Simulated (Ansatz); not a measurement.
Breaking the P1–N2 bond in PN (multiplicity 1 held). Energies count from the point at 1.483 Å.


Restricted levels (R-, RO-) in cc, def2 and unpolarised 6-31G sets keep to the state of the molecule at rest. Unrestricted levels (U-) break spin symmetry where that is lower. Active spaces are followed from rest. Levels need not reach the same state.

Cores are frozen in the correlated methods.

Run with Ansatz (Gaussian orbitals). Values without a source in brackets are computed.

Energies in kJ/mol.

```
R (Å)  R-HF/cc-pV(T+d)Z  R-r2SCAN/cc-pV(T+d)Z  U-SCS-MP2/cc-pV(T+d)Z  FIC-MRCISD+Q on CASSCF(10,8)/cc-pV(T+d)Z
-----  ----------------  --------------------  ---------------------  ----------------------------------------
1.186               486                   555                    453                                       584
1.334                64                   104                    -13                                       119
1.483                 0                     0                      0                                         0
1.631               102                    53                     94                                        36
1.779               272                   169                    186                                       131
2.002               559                   372                    313                                       288
2.224               826                   559                    415                                       411
2.595              1202                   801                    463                                       514
2.965              1471                   963                    471                                       545
3.410              1697                  1082                    473                                       554
4.003              1890                  1165                    474                                       558
4.745              2035                  1208                    475                                       559
5.931              2155                  1227                    475                                       559
```

Doubts at one or more of the structures used: a restricted determinant that unrestricted orbitals would lower (R-HF/cc-pV(T+d)Z, R-r2SCAN/cc-pV(T+d)Z); a spin-contaminated determinant (U-SCS-MP2/cc-pV(T+d)Z).

Ansatz is a first-principles code.
